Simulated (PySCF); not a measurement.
GeF₂, SMILES [F][Ge][F] (connectivity only; charge and spin as stated), neutral, multiplicity 1.

Geometry optimised at B3LYP-D3(BJ)/def2-TZVP. The isomer is the one that the SMILES or the coordinates give; other isomers of the formula were not compared.

Two levels are set side by side: TDDFT-PBE/def2-SVPD (PySCF) and TDDFT-B3LYP/def2-SVPD (PySCF). Vertical, same geometry. The lowest singlet is HOMO→LUMO 96 % with PBE and HOMO→LUMO 98 % with the other functional; states are paired by order. Differences are taken from unrounded values.

| quantity | TDDFT-B3LYP |
|---|---|
| lowest singlet excitation (eV) | 5.40 |
| lowest triplet excitation (TDA) (eV) | 3.73 |
| first bright state (f over 0.05) (eV) | 5.40 |
| its oscillator strength | 0.10 |

What does TDDFT-PBE give, and how far is it from TDDFT-B3LYP? (The exact figures need the calculation; the answer reports its results.)


```csv
quantity,TDDFT-PBE,TDDFT-PBE minus TDDFT-B3LYP
lowest singlet excitation (eV),5.16,-0.24
lowest triplet excitation (TDA) (eV),3.63,-0.10
first bright state (f over 0.05) (eV),5.16,-0.24
its oscillator strength,0.08,-0.02
```

Functionals without exact exchange tend to place singlet excitations lower, as here. Differences between two approximate levels are no errors against the true value.

Rough cost on one machine, each run with all the roots and properties that it gave: TDDFT-B3LYP against TDDFT-PBE about 3 times.
